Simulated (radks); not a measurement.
Values are calculated unless marked as measured or tabulated.
Problem. The mean radii <r> (bohr) of the occupied orbitals of an atom or ion are listed with their occupations. Code: a radial shooting solver on a logarithmic mesh with Libxc functionals. Model: non-relativistic Kohn-Sham, PBE, spin-polarised, spherical densities, point nucleus.

orbital  occ.      <r>
1s down     1  0.03545
1s up       1  0.03545
2s up       1   0.1547
2s down     1   0.1547
2p up       3   0.1325
2p down     3   0.1325
3s up       1   0.4273
3s down     1   0.4272
3p up       3   0.4214
3p down     3   0.4214
3d up       5   0.3981
3d down     5   0.3980
4s up       1    1.071
4s down     1    1.067
4p up       3    1.152
4p down     3    1.149
4d up       3    1.424

Name the element and its charge. Open shells, if any, are filled with parallel spins first.

Solution. Z = 43, technetium, charge +4: Tc4+ in [Kr] 4d3. The 1s radius gives Z: for a bare nucleus <r> = 1.5/Z, 0.03488 bohr for Z = 43, and screening makes it slightly larger (0.03545 here). The occupations add up to 39, and the charge is Z minus that.
